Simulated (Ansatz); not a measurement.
Start from `[BH2][GaH][O]CC` and change one atom or group to get `CCOC#N`.

Ansatz, PBE0-D4/def2-TZVP geometries, multiplicity 1. Each molecule was computed in one conformer, which needn't be the lowest.

Scalar relativity is left out up to krypton.

```json
{"property": "size of the dipole moment (B3LYP/def2-TZVPP) / D", "`[BH2][GaH][O]CC`": "0.85"}
{"property": "LUMO energy (ωB97M-V/def2-TZVPP) / eV", "`[BH2][GaH][O]CC`": "-0.48"}
{"property": "HOMO energy (ωB97M-V/def2-TZVPP) / eV", "`[BH2][GaH][O]CC`": "-9.94"}
{"property": "size of the dipole moment (ωB97M-V/def2-TZVPP) / D", "`[BH2][GaH][O]CC`": "0.92"}
{"property": "LUMO energy (PBE/def2-TZVPP) / eV", "`[BH2][GaH][O]CC`": "-3.47"}
{"property": "HOMO–LUMO gap (ωB97M-V/def2-TZVPP) / eV", "`[BH2][GaH][O]CC`": "9.46"}
```

Question: What does the change do to each property? (An estimate is asked.)

Answer: The calculation gave: 
```tsv
property	`CCOC#N`	shift
size of the dipole moment (B3LYP/def2-TZVPP) / D	4.78	3.93
LUMO energy (ωB97M-V/def2-TZVPP) / eV	2.25	2.73
HOMO energy (ωB97M-V/def2-TZVPP) / eV	-10.74	-0.80
size of the dipole moment (ωB97M-V/def2-TZVPP) / D	4.77	3.85
LUMO energy (PBE/def2-TZVPP) / eV	-0.21	3.26
HOMO–LUMO gap (ωB97M-V/def2-TZVPP) / eV	12.98	3.52
```

With PBE0 the HOMO falls by 0.75 eV and the LUMO rises by 3.15 eV, so the gap widens by about 3.90 eV. PBE moves the HOMO by -0.70 eV and ωB97M-V by -0.80 eV. Dipoles are sizes alone; their direction can turn.

B3LYP here is the variant with VWN-RPA as its local correlation; programs differ in this.
